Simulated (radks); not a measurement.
Results of a calculation; reference values are marked as such.
Dispersion coefficients C6 (hartree bohr^6) between ground-configuration atoms and ions, from the Casimir-Polder integral (3/pi) of alpha_A(iw) alpha_B(iw). Level of theory: non-relativistic Kohn-Sham, LB94 model potential, spin-polarised, spherical densities, point nucleus; open shells are filled with parallel spins first (spin-orbit coupling, left out, can overturn this in heavy ions) (a radial shooting solver on a logarithmic mesh with Libxc functionals). Response by self-consistent Sternheimer equations with the Hartree and adiabatic LDA kernel. For heavy and open-shell atoms this level of theory can miss by tens of per cent.

C6,Mn+,Xe3+,Ga2+,Rb+,Xe,Kr3+,Br3+,O,Cd+
Mn+,110.4,,,,,,,,
Xe3+,73.97,58.99,,,,,,,
Ga2+,50.56,37.18,24.38,,,,,,
Rb+,71.99,57.99,36.31,57.15,,,,,
Xe,173.3,127.9,83.44,125.4,289.3,,,,
Kr3+,43.81,35.88,22.33,35.34,76.80,21.93,,,
Br3+,45.14,36.25,22.76,35.66,78.42,22.08,22.29,,
O,36.92,29.36,18.49,28.90,63.82,17.86,18.04,14.63,
Cd+,110.8,79.49,52.61,77.65,180.1,47.63,48.63,39.62,114.3

Static polarisabilities (bohr^3): Mn+ ([Ar] 3d5 4s1) 23.27, Xe3+ ([Kr] 4d10 5s2 5p3) 9.922, Ga2+ ([Ar] 3d10 4s1) 8.370, Rb+ ([Kr]) 9.399, Xe ([Xe]) 27.36, Kr3+ ([Ar] 3d10 4s2 4p3) 5.533, Br3+ ([Ar] 3d10 4s2 4p2) 5.946, O ([He] 2s2 2p4) 5.003, Cd+ ([Kr] 4d10 5s1) 20.40. The combination rule 2 Ca Cb / ((alpha_b/alpha_a) Ca + (alpha_a/alpha_b) Cb) gives 29.38 for O-Xe3+, against 29.36 from the integral.
